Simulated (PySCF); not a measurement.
**Basis-set dependence of GaF at CCSD(T)**

PySCF, RHF reference; singlet, unpaired electrons none; De to Ga + F without counterpoise correction. Frozen cores follow the default of each basis and core potential.

```tsv
basis	relativity	functions	Re (Å)	ωe (cm⁻¹)	De (eV)	frozen orbitals
cc-pVDZ-PP/cc-pVDZ	scalar-relativistic core potentials	37	1.802	643	5.46	5
def2-SVP	no relativity	46	1.778	668	5.70	10
cc-pVTZ-PP/cc-pVTZ	scalar-relativistic core potentials	69	1.776	645	5.97	5
def2-TZVPP	no relativity	79	1.781	634	5.98	10
def2-TZVPPD	no relativity	94	1.785	622	6.05	10
```

Question: How does each smaller set differ from the one with most functions, def2-TZVPPD?

Answer: cc-pVDZ-PP/cc-pVDZ: +1.7 pm, +3.4 % in ωe, -0.59 eV in De; def2-SVP: -0.7 pm, +7.4 % in ωe, -0.35 eV in De; cc-pVTZ-PP/cc-pVTZ: -0.9 pm, +3.7 % in ωe, -0.08 eV in De; def2-TZVPP: -0.4 pm, +1.9 % in ωe, -0.07 eV in De. All at CCSD(T); the set with most functions is neither the basis-set limit nor always the best. The rows treat relativity differently, so the differences are not basis effects alone.

Correlated steps freeze the inner cores (5 to 10 orbitals); shallow outer-core shells are correlated. Correlated levels converge slowly with the basis: in double zeta they bind strong bonds too weakly, by up to about 1 eV, and carry superposition errors of some tenths. Where the molecule has an RHF reference, its open-shell atoms are computed with UHF.
